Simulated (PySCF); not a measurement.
# Excitation energy of Nb²⁺ by level of theory

Nb²⁺ [Kr] 4d3 (4F) → Nb²⁺ [Kr] 4d2 5s1 (4F), as a difference of total energies. Computed with PySCF 2.14 in x2c-TZVPPall, with scalar relativity by spin-free X2C-1e. Correlated levels: valence: [Kr] frozen. The calculations carry no spin-orbit coupling.

```
           method  excitation energy (eV)
              UHF                   3.136
    MP2 (valence)                   3.220
SCS-MP2 (valence)                   3.164
   CCSD (valence)                   3.223
CCSD(T) (valence)                   3.223
```

Question: How much does correlation contribute at CCSD(T) (valence)?

Answer: 3.223 − (3.136) = 0.087 eV, measured against UHF.

The basis was made for the ground configuration and has no added diffuse functions, so the excitation energy can come out too high.
